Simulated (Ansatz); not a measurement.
Input for Ansatz (a first-principles code): R-B3LYP-D3(BJ)/def2-TZVP on CH4BrF (a complex).

Ansatz 0.2 input:
```yaml
crystal:
  periodic: [false, false, false]
  atoms:
    - {symbol: F, position_ang: [-0.03972267, -0.13434741, 0.64255071]}
    - {symbol: H, position_ang: [-0.04940694, -0.81800408, 1.28657823]}
    - {symbol: C, position_ang: [-0.25393814, 1.05712818, 3.87066947]}
    - {symbol: Br, position_ang: [-0.17431146, -0.87325779, 3.75562379]}
    - {symbol: H, position_ang: [-1.19008469, 1.32301791, 4.35001366]}
    - {symbol: H, position_ang: [-0.20629191, 1.45408768, 2.86162837]}
    - {symbol: H, position_ang: [0.59351722, 1.39039784, 4.46057553]}
basis:
  gaussian:
    orbitals: def2-TZVP
hamiltonian:
  xc: b3lyp
  dispersion: d3bj
relax: {f_tol: 0.004, max_steps: 120}
scf: {lower_state_search: off}
```

The log:

```
WARN ansatz: RAYON_NUM_THREADS=1 ignored (pool sized by the plan → 1); use --threads N
Functional definition: B3LYP
these checks for a lower state are left out or cut short: stability, starts, cluster_reference, orbital_swaps, neighbouring_geometries, increment
integrals: 0.05 GiB planned
925 factors; their error is unknown
mean field: 0.46 GiB planned
mean field evaluation 1: about -73862.0068 eV, gradient 5.6e1 eV
mean field evaluation 2: about -73855.5403 eV, gradient 7.9e1 eV
mean field evaluation 4: about -73867.9609 eV, gradient 2.8e0 eV
mean field evaluation 8: about -73868.3181 eV, gradient 1.3e-1 eV
mean field evaluation 16: about -73868.3182 eV, gradient 1.6e-5 eV
mean field -73868.31815074 eV, -2714.6106222954 hartree, gradient 4.2e-6 eV, S^2 0.000000; 0 other end points of the search recorded, 0 dependent functions left out
the calculation of the forces begins
reference -73868.31835941 eV, -2714.6106299637 hartree; 27, 27 occupied and 107, 107 virtual orbitals, 925 factors
relax step   1: F+E_penalty+E_count = -73868.49076315 eV  Δ(F+E_penalty+E_count) = +0.000e0 eV  max|allowed force component| = 4.928e-1 eV/Å  Δτ_max = 0.0000 Å  (16 SCF iters, accepted)
these checks for a lower state are left out or cut short: stability, starts, cluster_reference, orbital_swaps, neighbouring_geometries, increment
integrals: 0.05 GiB planned
925 factors; their error is unknown
mean field: 0.45 GiB planned
mean field -73868.27988239 eV, -2714.6092159593 hartree, gradient 9.5e-7 eV, S^2 0.000000; 0 other end points of the search recorded, 0 dependent functions left out
the calculation of the forces begins
reference -73868.28009195 eV, -2714.6092236605 hartree; 27, 27 occupied and 107, 107 virtual orbitals, 925 factors
relax step   2: F+E_penalty+E_count = -73868.45137316 eV  Δ(F+E_penalty+E_count) = +3.939e-2 eV  max|allowed force component| = 2.170e0 eV/Å  Δτ_max = 0.1951 Å  (25 SCF iters, rejected (line search))
these checks for a lower state are left out or cut short: stability, starts, cluster_reference, orbital_swaps, neighbouring_geometries, increment
integrals: 0.05 GiB planned
925 factors; their error is unknown
mean field: 0.46 GiB planned
mean field evaluation 32: about -73868.3414 eV, gradient 1.4e-6 eV
mean field -73868.34143513 eV, -2714.6114779809 hartree, gradient 1.4e-6 eV, S^2 0.000000; 0 other end points of the search recorded, 0 dependent functions left out
the calculation of the forces begins
reference -73868.34164431 eV, -2714.6114856681 hartree; 27, 27 occupied and 107, 107 virtual orbitals, 925 factors
relax step   3: F+E_penalty+E_count = -73868.51341578 eV  Δ(F+E_penalty+E_count) = -2.265e-2 eV  max|allowed force component| = 5.299e-1 eV/Å  Δτ_max = 0.0957 Å  (20 SCF iters, accepted)
these checks for a lower state are left out or cut short: stability, starts, cluster_reference, orbital_swaps, neighbouring_geometries, increment
integrals: 0.05 GiB planned
925 factors; their error is unknown
mean field: 0.46 GiB planned
mean field -73868.34807025 eV, -2714.6117218169 hartree, gradient 1.0e-6 eV, S^2 0.000000; 0 other end points of the search recorded, 0 dependent functions left out
the calculation of the forces begins
reference -73868.34827777 eV, -2714.6117294431 hartree; 27, 27 occupied and 107, 107 virtual orbitals, 925 factors
relax step   4: F+E_penalty+E_count = -73868.52162584 eV  Δ(F+E_penalty+E_count) = -8.210e-3 eV  max|allowed force component| = 3.342e-1 eV/Å  Δτ_max = 0.0574 Å  (20 SCF iters, accepted)
these checks for a lower state are left out or cut short: stability, starts, cluster_reference, orbital_swaps, neighbouring_geometries, increment
integrals: 0.05 GiB planned
925 factors; their error is unknown
mean field: 0.46 GiB planned
mean field -73868.35001349 eV, -2714.6117932298 hartree, gradient 1.0e-6 eV, S^2 0.000000; 0 other end points of the search recorded, 0 dependent functions left out
the calculation of the forces begins
reference -73868.35021855 eV, -2714.6118007654 hartree; 27, 27 occupied and 107, 107 virtual orbitals, 925 factors
relax step   5: F+E_penalty+E_count = -73868.52612603 eV  Δ(F+E_penalty+E_count) = -4.500e-3 eV  max|allowed force component| = 6.089e-2 eV/Å  Δτ_max = 0.0917 Å  (20 SCF iters, accepted)
these checks for a lower state are left out or cut short: stability, starts, cluster_reference, orbital_swaps, neighbouring_geometries, increment
integrals: 0.05 GiB planned
925 factors; their error is unknown
mean field: 0.46 GiB planned
mean field -73868.34955659 eV, -2714.6117764392 hartree, gradient 1.0e-6 eV, S^2 0.000000; 0 other end points of the search recorded, 0 dependent functions left out
the calculation of the forces begins
reference -73868.34976167 eV, -2714.6117839757 hartree; 27, 27 occupied and 107, 107 virtual orbitals, 925 factors
relax step   6: F+E_penalty+E_count = -73868.52533783 eV  Δ(F+E_penalty+E_count) = +7.882e-4 eV  max|allowed force component| = 2.657e-1 eV/Å  Δτ_max = 0.0199 Å  (20 SCF iters, rejected (line search))
these checks for a lower state are left out or cut short: stability, starts, cluster_reference, orbital_swaps, neighbouring_geometries, increment
integrals: 0.05 GiB planned
925 factors; their error is unknown
mean field: 0.46 GiB planned
mean field -73868.35047916 eV, -2714.6118103429 hartree, gradient 1.0e-6 eV, S^2 0.000000; 0 other end points of the search recorded, 0 dependent functions left out
the calculation of the forces begins
reference -73868.35068425 eV, -2714.6118178798 hartree; 27, 27 occupied and 107, 107 virtual orbitals, 925 factors
relax step   7: F+E_penalty+E_count = -73868.52642329 eV  Δ(F+E_penalty+E_count) = -2.973e-4 eV  max|allowed force component| = 2.614e-2 eV/Å  Δτ_max = 0.0098 Å  (21 SCF iters, accepted)
these checks for a lower state are left out or cut short: stability, starts, cluster_reference, orbital_swaps, neighbouring_geometries, increment
integrals: 0.05 GiB planned
925 factors; their error is unknown
mean field: 0.46 GiB planned
mean field evaluation 64: about -73868.3515 eV, gradient 4.5e-1 eV
mean field -73868.35173835 eV, -2714.6118566172 hartree, gradient 1.1e-6 eV, S^2 0.000000; 0 other end points of the search recorded, 0 dependent functions left out
the calculation of the forces begins
reference -73868.35194387 eV, -2714.6118641700 hartree; 27, 27 occupied and 107, 107 virtual orbitals, 925 factors
relax step   8: F+E_penalty+E_count = -73868.52696271 eV  Δ(F+E_penalty+E_count) = -5.394e-4 eV  max|allowed force component| = 1.875e-2 eV/Å  Δτ_max = 0.0394 Å  (20 SCF iters, accepted)
these checks for a lower state are left out or cut short: stability, starts, cluster_reference, orbital_swaps, neighbouring_geometries, increment
integrals: 0.05 GiB planned
925 factors; their error is unknown
mean field: 0.46 GiB planned
mean field -73868.35197633 eV, -2714.6118653627 hartree, gradient 1.1e-6 eV, S^2 0.000000; 0 other end points of the search recorded, 0 dependent functions left out
the calculation of the forces begins
reference -73868.35218200 eV, -2714.6118729210 hartree; 27, 27 occupied and 107, 107 virtual orbitals, 925 factors
relax step   9: F+E_penalty+E_count = -73868.52700572 eV  Δ(F+E_penalty+E_count) = -4.302e-5 eV  max|allowed force component| = 2.867e-3 eV/Å  Δτ_max = 0.0104 Å  (21 SCF iters, accepted)
these checks for a lower state are left out or cut short: stability, starts, cluster_reference, orbital_swaps, neighbouring_geometries, increment
integrals: 0.05 GiB planned
925 factors; their error is unknown
mean field: 0.46 GiB planned
mean field -73868.35207637 eV, -2714.6118690394 hartree, gradient 1.1e-6 eV, S^2 0.000000; 0 other end points of the search recorded, 0 dependent functions left out
the calculation of the forces begins
reference -73868.35228212 eV, -2714.6118766003 hartree; 27, 27 occupied and 107, 107 virtual orbitals, 925 factors
relax step  10: F+E_penalty+E_count = -73868.52701047 eV  Δ(F+E_penalty+E_count) = -4.746e-6 eV  max|allowed force component| = 1.409e-3 eV/Å  Δτ_max = 0.0049 Å  (21 SCF iters, accepted)
Total energy: -73868.52721621 eV, -2714.6183053098 hartree
Atom 0 at    -0.039444    -0.148474     0.641585 Å, force     0.000024    -0.000950     0.000994 eV/Å
Atom 1 at    -0.062519    -0.648688     1.431938 Å, force    -0.000037     0.001154    -0.001342 eV/Å
Atom 2 at    -0.251698     1.041421     3.837706 Å, force     0.000048    -0.001409     0.000186 eV/Å
Atom 3 at    -0.173485    -0.922270     3.771918 Å, force    -0.000026     0.000618     0.000471 eV/Å
Atom 4 at    -1.190151     1.307452     4.309935 Å, force    -0.000438     0.000127    -0.000386 eV/Å
Atom 5 at    -0.201933     1.394604     2.814152 Å, force    -0.000028     0.000284     0.000398 eV/Å
Atom 6 at     0.598990     1.374978     4.420406 Å, force     0.000457     0.000176    -0.000322 eV/Å
Dipole moment:    -0.035452     0.234025     0.503330 e Å
Checks for a lower state left out: stability, starts, cluster_reference, orbital_swaps, neighbouring_geometries, increment
```

Self-consistency was reached.

Cost: about 16 core-seconds (a rough figure).
